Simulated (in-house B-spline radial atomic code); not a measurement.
RPA and G0W0 on SCAN: Pb IV (Pb3+)

Configuration [Xe] 4f14 5d10 6s1, highest spin, mean-field start SCAN. Computed with a B-spline radial code for spherical atoms: all electrons, scalar-relativistic (spin-free one-electron X2C), finite nucleus, each spin shell either full or empty, empty states to l = 9 with an (l + 1/2)⁻⁴ tail; G0W0 by contour deformation at full frequency.

Without the two-electron picture change, the correlation of inner shells comes somewhat too large for so heavy an element.

RPA overbinds a lone outer s electron by self-correlation, and G0W0 tends to as well.

Command:
```bash
python run_gw.py task.json out
```
Settings (radii: box in bohr, nucleus in fm):
```
Z                        82
electrons                79
configuration            [Xe] 4f14 5d10 6s1
hamiltonian              x2c
method                   scan,scan
lmax                     9
rms_radius               5.5012
spin_polarised           True
box_radius               14.14
intervals                68
ion_configuration        [Xe] 4f14 5d10
```

Time taken, with all properties: 20 s on 1 thread of Arm Neoverse N1, with other jobs on the host.

Energies (hartree):

```
                                     term         value
                         mean-field total  -20885.18703
Hartree-Fock functional on these orbitals  -20878.27629
                      direct second order       -8.0745
                    second-order exchange        1.9984
                         SOSEX correction        1.8816
```

What is the RPA correlation energy, and what remains with SOSEX?

RPA gives -7.1018 hartree (-2.45 eV per electron); RPA + SOSEX gives -5.2202, and the second-order doubles -6.0762 hartree (no singles). RPA lacks exchange-type terms and so overcorrelates at short range.

Quasi-particle levels (eV):

```json
{"level": "6s up", "occupied": "yes", "mean field": "-38.23", "Σx - vxc": "-2.74", "Σc": "?", "QP weight": "?", "G0W0": "?"}
{"level": "5d down", "occupied": "yes", "mean field": "-49.72", "Σx - vxc": "-7.58", "Σc": "0.13", "QP weight": "0.930", "G0W0": "-57.17"}
{"level": "5d up", "occupied": "yes", "mean field": "-49.96", "Σx - vxc": "-7.76", "Σc": "0.15", "QP weight": "0.921", "G0W0": "-57.57"}
{"level": "6s down", "occupied": "no", "mean field": "-36.24", "Σx - vxc": "7.08", "Σc": "-2.99", "QP weight": "0.952", "G0W0": "-32.15"}
```

G0W0 = mean field + (Σx - vxc) + Σc, with Σc (partial-wave tail included) taken at the quasi-particle energy. Only the outer levels were computed. Levels of low weight are left out.

Where does G0W0 put 6s up?

At -43.03 eV, with Σc = -2.06 eV and a quasi-particle weight of 0.961. The tabulated removal energy is 42.333 eV (NIST, measured); the calculation leaves out spin-orbit coupling, Breit and QED terms, and what these don't explain is the method's own error.

What does it cost to remove one electron (to [Xe] 4f14 5d10) by differences of total energies, each species on its own start (correlation terms add to the Hartree-Fock functional)?

SCAN 42.81 eV, Hartree-Fock functional 40.46 eV, + RPA 42.87 eV, + RPA + SOSEX 42.12 eV, + second order 43.46 eV. Tabulated: 42.333 eV (NIST, measured); the calculation leaves out spin-orbit coupling, Breit and QED terms, and what these don't explain is the method's own error.
